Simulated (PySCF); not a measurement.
Zn(Br)(NH2) (BrH2NZn), SMILES [Zn]([Br])[NH2]. The structure is a stationary point at B3LYP-D3(BJ)/def2-SVP. One conformer was computed; it need not be the lowest.

Q: Give the equilibrium geometry at B3LYP-D3(BJ)/def2-SVP (PySCF confirms it by a frequency run) as Cartesian coordinates in Å, and its point group. (The exact figures need the calculation; the answer reports its results.)

A: This is not unique; one that fits is point group Cs.
```xyz
5

Zn     0.8307    -0.0201     0.0000
Br    -1.4208     0.0060     0.0000
N      2.6538     0.1319     0.0000
H      3.1162    -0.2654    -0.8187
H      3.1162    -0.2654     0.8187
```
Charge 0, spin multiplicity 1.
